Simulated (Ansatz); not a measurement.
`B[SiH2]N` + HBr → `B[SiH2]Br` + NH₃ at 298.15 K and 1 bar (ligand exchange at the Si–N bond).

Calculated with Ansatz (gas phase, PBE0-D4/def2-TZVP geometries, no zero-point term in ΔE). CCSD(T)/CBS adds triple-zeta CCSD(T) − MP2 to the extrapolated MP2 energy (def2 sets, frozen cores). This one scheme is used for every species. For Br outer-core shells are correlated without core-valence functions, which leaves a few kJ/mol of doubt a bond. Scalar relativity is left out up to krypton. One conformer a species, not always the lowest.

| species | CCSD(T)/CBS energy (Eh) | H − E (kJ/mol) | S (J/(mol·K)) |
| --- | --- | --- | --- |
| `B[SiH2]N` | -372.16627 | 181.6 | 304.5 |
| HBr | -2573.91920 | 24.6 | 198.6 |
| `B[SiH2]Br` | -2889.59767 | 115.3 | 318.5 |
| NH₃ | -56.50880 | 100.5 | 192.4 |

H − E and S are ideal-gas, rigid-rotor, harmonic terms from PBE0-D4/def2-TZVP, for one conformer and one mirror image of each species. 1 Eh = 2625.50 kJ/mol, R = 8.31446 J/(mol·K).

Q: By hand: ΔE, ΔH, ΔS and ΔG.

A: ΔE = (-2889.59767) + (-56.50880) − (-372.16627) − (-2573.91920) = -0.02100 Eh = -55.1 kJ/mol. Δ(H − E) = 115.3 + 100.5 − 181.6 − 24.6 = 9.6, so ΔH = -45.5 kJ/mol. ΔS = 318.5 + 192.4 − 304.5 − 198.6 = 7.8 J/(mol·K). ΔG = -45.5 − 298.15 × (7.8)/1000 = -47.8 kJ/mol.

Q: By hand: the equilibrium constant, and the temperature at which ΔG would vanish if ΔH and ΔS stayed fixed.

A: log₁₀ K = −ΔG/(RT ln 10) = 8.4. ΔH and −TΔS have one sign here, so there is no such temperature.

The number of gas molecules stays the same, so ΔS is small and ΔH decides. A doubt of 5 kJ/mol in ΔE shifts log₁₀ K by 0.9 here. Other conformers and mirror images would add mixing entropy, several J/(mol·K) or more a flexible species. These are equilibria of isolated gas molecules and say nothing of rates. Largest T1 diagnostic: 0.011 (customary marks: 0.02 for closed shells, 0.045 for open ones).

ΔS is within the doubt of such terms, so its sign, and with it that verdict, could turn.
